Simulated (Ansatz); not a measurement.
System: C2H7Al, net charge 0, singlet state. 
Structure (B3LYP-D3(BJ)/def2-TZVP (Ansatz, a quantum-chemistry and plane-wave program) minimum search):
```
Al
H 1 1.5884
C 1 1.9583 2 119.26
H 3 1.0927 1 112.73 2 156.58
H 3 1.0929 4 108.32 1 125.04
H 3 1.0966 4 106.76 5 114.24
C 1 1.9583 2 119.93 3 -179.85
H 7 1.0919 1 113.15 2 18.26
H 7 1.0938 8 108.26 1 -124.59
H 7 1.0964 8 107.02 9 -114.15
```

Parts of the frozen-core correlation energy in aug-cc-pV(T+d)Z (Ansatz, hartree). Frozen orbitals: 7; correlated occupied orbitals by spin: 9 and 9; virtual: 292 and 292. Spin-orbit coupling is left out. No relativistic terms.

```csv
term,value
reference (HF),-321.77110
MP2 opposite-spin,-0.36648
MP2 same-spin,-0.08839
CCSD correlation,-0.49588
(T),-0.01790
T1 diagnostic,0.009
largest doubles amplitude,0.012
```
